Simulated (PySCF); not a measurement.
4-fluoro-1,3-dioxole (C₃H₃FO₂), SMILES FC1=COCO1.

Coordinates come from a B3LYP-D3(BJ)/def2-SVP optimisation. The geometry has at least one imaginary mode, so it is a saddle point at that level. Other conformers were not sampled.

Two levels are set side by side: TDDFT-PBE/def2-SVPD (PySCF) and TDDFT-PBE0/def2-SVPD (PySCF). Vertical, same geometry. The lowest singlet is HOMO→LUMO+1 97 % with PBE and HOMO→LUMO 94 % with the other functional; states are paired by order. Differences are taken from unrounded values.

```tsv
quantity	TDDFT-PBE
lowest singlet excitation (eV)	4.69
lowest triplet excitation (TDA) (eV)	3.88
first bright state (f over 0.05) (eV)	5.73
its oscillator strength	0.08
```

### Question
These are the TDDFT-PBE values. What does TDDFT-PBE0 give? (Estimate from the structure and the level; the computed values follow.)

### Answer

```json
[
 {"quantity": "lowest singlet excitation (eV)", "TDDFT-PBE0": "5.41", "TDDFT-PBE minus TDDFT-PBE0": "-0.71"},
 {"quantity": "lowest triplet excitation (TDA) (eV)", "TDDFT-PBE0": "3.91", "TDDFT-PBE minus TDDFT-PBE0": "-0.03"},
 {"quantity": "first bright state (f over 0.05) (eV)", "TDDFT-PBE0": "6.24", "TDDFT-PBE minus TDDFT-PBE0": "-0.50"},
 {"quantity": "its oscillator strength", "TDDFT-PBE0": "0.11", "TDDFT-PBE minus TDDFT-PBE0": "-0.04"}
]
```

A lower first singlet is the usual sign of a functional without exact exchange. Differences between two approximate levels are no errors against the true value.

Rough cost on one machine, each run with all the roots and properties that it gave: TDDFT-PBE0 against TDDFT-PBE about 3 times.
